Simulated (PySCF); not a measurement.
CH6BFO2Si. Atoms are numbered in the order given.

```xyz
12

B      0.1441     0.6581     0.2386
F      0.4546     1.8661     0.7182
O     -0.8329     0.5055    -0.6891
C     -1.5825     1.5899    -1.2083
H     -1.2649     2.5495    -0.7720
H     -1.4522     1.6289    -2.3009
H     -2.6498     1.4295    -0.9901
O      0.8214    -0.4247     0.6918
Si     0.6048    -2.0274     0.2347
H     -0.7795    -2.4777     0.5552
H      1.5873    -2.8235     1.0168
H      0.8672    -2.1928    -1.2232
```

Geometry optimised at r2SCAN-D4/def2-SVP. This is a generated structure with no PubChem entry under its InChIKey; it may be hypothetical. One conformer was computed; it need not be the lowest.

All values below come from PBE/def2-TZVP (PySCF).

ESP charges are fitted to the potential on shells at 1.4 to 2.0 van der Waals radii. Atomic charges (e):

| atom | Löwdin | Mulliken | ESP fit | IAO |
|---|---|---|---|---|
| B1 | -1.14 | 0.36 | 0.79 | 0.66 |
| F2 | ? | -0.22 | -0.31 | -0.32 |
| O3 | ? | -0.22 | -0.28 | -0.40 |
| C4 | ? | -0.21 | -0.37 | -0.22 |
| H5 | 0.12 | 0.13 | 0.15 | 0.15 |
| H6 | 0.11 | 0.13 | 0.16 | 0.15 |
| H7 | 0.11 | 0.13 | 0.16 | 0.15 |
| O8 | 0.28 | -0.28 | -0.46 | -0.63 |
| Si9 | ? | 0.27 | 0.36 | 0.83 |
| H10 | -0.03 | -0.03 | -0.07 | -0.13 |
| H11 | -0.04 | -0.03 | -0.04 | -0.12 |
| H12 | -0.03 | -0.03 | -0.07 | -0.13 |

**Question.** What belongs in the gaps? (Estimate from the structure and the level; the computed values follow.)

**Answer.** 
- F2, Löwdin: 0.34
- O3, Löwdin: 0.36
- C4, Löwdin: -0.31
- Si9, Löwdin: 0.22

Computed Mayer and Wiberg (Löwdin basis) orders of the bonds:
| bond | Mayer | Wiberg |
|---|---|---|
| B1–F2 | 1.19 | 2.05 |
| B1–O3 | 1.27 | 1.86 |
| O3–C4 | 0.93 | 1.40 |
| C4–H5 | 0.96 | 0.92 |
| C4–H6 | 0.97 | 0.94 |
| C4–H7 | 0.97 | 0.94 |
| B1–O8 | 1.29 | 1.88 |
| O8–Si9 | 1.11 | 1.40 |
| Si9–H10 | 0.94 | 0.96 |
| Si9–H11 | 0.95 | 0.97 |
| Si9–H12 | 0.94 | 0.96 |
